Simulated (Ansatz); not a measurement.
Input file for Ansatz (a first-principles code): R-r2SCAN/def2-TZVPP on GeH4Si (SMILES [SiH3][GeH]), a point of a torsion scan.

Ansatz 0.2 input:
```yaml
crystal:
  periodic: [false, false, false]
  atoms:
    - {symbol: Si, position_ang: [-0.57182986, 0.04306118, 0.04297038]}
    - {symbol: Ge, position_ang: [1.65798317, 0.93219303, -0.15583664]}
    - {symbol: H, position_ang: [-0.92655756, -0.75238837, 1.22556973]}
    - {symbol: H, position_ang: [-1.58214543, 1.11703862, -0.00419512]}
    - {symbol: H, position_ang: [-0.88922532, -0.81994391, -1.10960428]}
    - {symbol: H, position_ang: [2.20444094, -0.15302471, 0.91617321]}
basis:
  gaussian:
    orbitals: def2-TZVPP
hamiltonian:
  xc: {name: r2SCAN}
scf: {lower_state_search: off}
```

Program output:

```
WARN ansatz: RAYON_NUM_THREADS=1 ignored (pool sized by the plan → 1); use --threads N
Functional definition: r2SCAN
these checks for a lower state are left out or cut short: stability, starts, cluster_reference, orbital_swaps, neighbouring_geometries, increment
integrals: 0.06 GiB planned
882 factors; their error is unknown
mean field: 0.44 GiB planned
mean field evaluation 1: about -64457.2826 eV, gradient 2.2e1 eV
mean field evaluation 2: about -64456.6594 eV, gradient 2.8e1 eV
mean field evaluation 4: about -64458.5976 eV, gradient 1.3e0 eV
mean field evaluation 8: about -64458.5741 eV, gradient 2.0e-2 eV
mean field evaluation 16: about -64458.5741 eV, gradient 9.7e-6 eV
mean field -64458.57409661 eV, -2368.8089064596 hartree, gradient 9.7e-6 eV, S^2 0.000000; 0 other end points of the search recorded, 0 dependent functions left out
reference -64458.57410770 eV, -2368.8089068671 hartree; 25, 25 occupied and 121, 121 virtual orbitals, 882 factors
Total energy: -64458.57410770 eV, -2368.8089068671 hartree
Checks for a lower state left out: stability, starts, cluster_reference, orbital_swaps, neighbouring_geometries, increment
```

Self-consistency was reached.

Cost: roughly 3 core-seconds.
